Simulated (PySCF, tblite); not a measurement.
Species: C5H2F3NS.
Structure used (GFN2-xTB), in Å, numbered top down from 1:
```
atom  x, y, z in Å
N1     2.9743   -1.0049   -0.9465
C2     2.0871   -0.5826   -0.3679
C3     0.9637   -0.0221    0.3593
F4     1.2530    0.0193    1.7011
S5     0.6759    1.7124   -0.2179
C6    -1.0564    1.4001   -0.2670
F7    -1.8436    2.4298   -0.5157
C8    -1.4620    0.1573   -0.0303
C9    -0.3544   -0.8211    0.1731
F10   -0.2488   -1.6587   -0.9138
H11   -2.4879   -0.1609   -0.0482
H12   -0.4995   -1.4692    1.0479
```

Computed, not measured: CAM-B3LYP/def2-SVPD in PySCF (dipole) on a GFN2-xTB geometry, gas phase.

Masses are those of the commonest isotopes; rigid-rotor values at the optimised geometry. The values belong to one conformer with, in the numbering `[N:1]#[C:2][C@@:3]1([F:4])[S:5][C:6]([F:7])=[CH:8][C@H:9]1[F:10]`, C2–C3–S5–C6 136°, C3–S5–C6–F7 173°, C6–C8–C9–F10 -108°, C2–C3–C9–C8 -137°.

**Question.** Give the principal moments of inertia and the rotational constants in cm⁻¹.

**Answer.** Ia = 275.66, Ib = 531.30, Ic = 627.43 u·Å²; 505379 MHz·u·Å²/I gives 1833, 951.2 and 805.5 MHz, that is A = 0.06115, B = 0.03173, C = 0.02687 cm⁻¹.

**Question.** Classify the top.

**Answer.** An asymmetric top: κ = (2 × 951.2 − 1833 − 805.5)/(1833 − 805.5) = -0.72.

**Question.** Is it planar, by Δ = Ic − Ia − Ib?

**Answer.** Not planar: Δ = Ic − Ia − Ib = -179.53 u·Å². For a rigid frame Δ = −2 Σ m c², so Σ m c² = 89.76 u·Å² lies off the ab plane: 2.49 from hydrogen and 87.27 from heavier atoms. The atom farthest from that plane is 1.65 Å away.

**Question.** Give the other two planar moments, Paa and Pbb, and the rms extents of the mass along the axes.

**Answer.** Paa = Σ m a² = (Ib + Ic − Ia)/2 = 441.53 and Pbb = Σ m b² = (Ia + Ic − Ib)/2 = 185.90 u·Å². With the mass M = 164.99 u, the rms extents √(P/M) along a, b and c are 1.64, 1.06, 0.74 Å.

**Question.** Which lines would a microwave search look for?

**Answer.** The dipole components are |μa| = 2.76 D, |μb| = 1.01 D, |μc| = 1.90 D. Intensities carry the squares of the components, which stand as 1.00 : 0.13 : 0.48 (a : b : c). Some lines, for components of 0.1 D or more:

```tsv
type	branch	J(Ka,Kc)	MHz	lower level (cm⁻¹)
c	Q	4(1,4) ← 4(0,4)	423	0.578
c	Q	3(2,2) ← 3(1,2)	2439	0.398
a	R	2(1,1) ← 1(1,0)	3659	0.093
c	Q	4(3,2) ← 4(2,2)	4591	0.721
b	Q	3(3,0) ← 3(2,1)	4704	0.482
c	R	3(1,2) ← 2(0,2)	6668	0.175
a	R	4(1,4) ← 3(1,3)	6705	0.369
a	R	4(0,4) ← 3(0,3)	6872	0.349
a	R	4(3,2) ← 3(3,1)	7057	0.639
b	R	4(2,3) ← 3(1,2)	9453	0.398
b	R	3(3,0) ← 2(2,1)	10056	0.303
c	R	4(2,3) ← 3(1,3)	10326	0.369
c	R	4(3,2) ← 3(2,2)	11841	0.479
```

**Question.** Estimate the classical rotational partition function at 50 K, 200 K and 298.15 K.

**Answer.** Point group C1, symmetry number σ = 1; q = (√π/σ)·√((kT/h)³/(ABC)), k/h = 20836.6 MHz/K: 50300 at 50 K, 402000 at 200 K, 732000 at 298.15 K.

Its GFN2-xTB frequencies are all real (lowest 40 cm⁻¹). Constants of a rigid frame at the computed geometry: no zero-point averaging, no centrifugal distortion. Quadrupole hyperfine structure (14N) is left out.

Rough CPU time on one thread of a shared machine: about 2.6 min. This is the CAM-B3LYP/def2-SVPD job that gave the dipole, with the excitations it also computed.
